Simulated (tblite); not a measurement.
Start geometry of `C=Cc1nncc(C#N)n1` from a force field or distance geometry (Å):
```
atom  x, y, z in Å
C1    -1.722    1.810    1.208
C2    -1.131    0.676    1.561
C3    -0.224   -0.122    0.725
N4     0.283   -1.237    1.256
N5     1.120   -2.027    0.535
C6     1.401   -1.642   -0.729
C7     0.857   -0.485   -1.238
C8     1.161   -0.069   -2.567
N9     1.430    0.223   -3.660
N10    0.018    0.305   -0.524
H11   -2.382    2.337    1.899
H12   -1.599    2.244    0.224
H13   -1.291    0.271    2.577
H14    2.078   -2.284   -1.289
```

Task: What comes out of this run: tblite 0.8.0, GFN2-xTB geometry optimisation, gas phase?

Result: 
```
atom  x, y, z in Å
C1    -1.698    1.775    1.188
C2    -1.118    0.649    1.585
C3    -0.233   -0.124    0.731
N4     0.287   -1.237    1.250
N5     1.082   -1.970    0.537
C6     1.376   -1.616   -0.699
C7     0.826   -0.437   -1.239
C8     1.138   -0.043   -2.570
N9     1.428    0.221   -3.645
N10    0.014    0.311   -0.511
H11   -2.351    2.335    1.836
H12   -1.530    2.163    0.197
H13   -1.264    0.231    2.570
H14    2.042   -2.259   -1.252
```

The energy falls by 22.1 kJ/mol over 39 L-BFGS steps, the largest force on an atom goes from 2.69 to 0.006 eV/Å, and the atoms move by 0.052 Å rms after alignment. The bond that changes most is N4–N5 (both ends pyridine-type nitrogen), which shortens by 0.062 Å. Bonds longer at the end by more than 0.005 Å: 1 of 14; shorter: 9. Among the angles that change most is C1–C2–H13, from 119.6° to 122.8°. Rotational constants go from 2351, 1063, 732.1 to 2417, 1079, 745.9 MHz. The orientation of the end geometry is arbitrary; only internal coordinates are fixed.

The run took 0.23 s wall on Arm Neoverse V1, one thread, shared host.

GFN2-xTB frequencies show an imaginary mode (32i cm⁻¹), so the point is no minimum at that level.

All values are computed, not measured.
